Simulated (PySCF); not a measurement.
**Zr (zirconium, neutral) across methods**

[Kr] 4d1 5s2 6s1, high-spin 3D determinant (an excited configuration). All numbers are calculated (PySCF 2.14, a scalar-relativistic core potential, in aug-cc-pVTZ-PP with one added diffuse shell each of s, p, d, f, g type with ECP28MDF (7s7p6d4f3g, 113 functions)).

```
method  E (hartree)  mean ε 5s α (eV)  mean ε 5s β (eV)  mean ε 6s α (eV)  Σ⟨r²⟩ (bohr²)   ⟨S²⟩
  BP86     -46.5973            -8.079            -7.698            -1.555          136.5  2.009
r2SCAN     -46.5412            -8.065            -7.715            -1.503          141.5  2.023
   LDA     -46.4062            -8.090            -7.667            -1.520          137.4  2.007
 wB97X     -46.5318           -10.521           -10.298            -2.281          151.9  2.019
```

Task: Estimate the same row for PBE.

Result: E (hartree) = -46.5412; mean ε 5s α (eV) = -7.960; mean ε 5s β (eV) = -7.544; mean ε 6s α (eV) = -1.500; Σ⟨r²⟩ (bohr²) = 138.4; ⟨S²⟩ = 2.011.

Energies and moments cover only the electrons outside the core potential. The outer electron is Rydberg-like, and this basis confines it to a smaller radius and binds it less than a complete one would.
